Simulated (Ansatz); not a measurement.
NbS₂⁺. The state is a singlet with charge 1. Geometry r2SCAN-D4/def2-TZVP; atoms count from 1.

Cartesian coordinates in Å:
```
Nb -1.133 -0.611 -0.301
S 1.085 -0.373 -0.425
S 0.048 0.984 0.726
```

In the def2 sets Nb takes a core potential; there is no spin–orbit coupling. The restricted singlet is unstable: a solution with broken spin symmetry lies lower. The geometry of the singlet was relaxed on an unsound state (restricted singlet, unstable towards broken spin symmetry). At PBE0-D4/def2-TZVP a triplet of charge 1 lies 1.19 eV below the restricted singlet, each at its own geometry. The structure comes from a short search, and lower isomers may exist.

Q: Estimate the Mulliken populations from the PBE0/def2-TZVP orbitals of Ansatz.

A: 
```json
{"atom": "Nb1", "charge (e)": "1.08", "d electrons": "3.55"}
{"atom": "S2", "charge (e)": "-0.04", "d electrons": "–"}
{"atom": "S3", "charge (e)": "-0.04", "d electrons": "–"}
```
Mulliken values and Mayer orders depend strongly on the basis.

Q: And the Mayer bond orders between bonded heavy atoms (over 0.3)?

A: Nb1–S2 1.49 (2.23 Å); Nb1–S3 1.49 (2.23 Å); S2–S3 1.09 (2.06 Å).
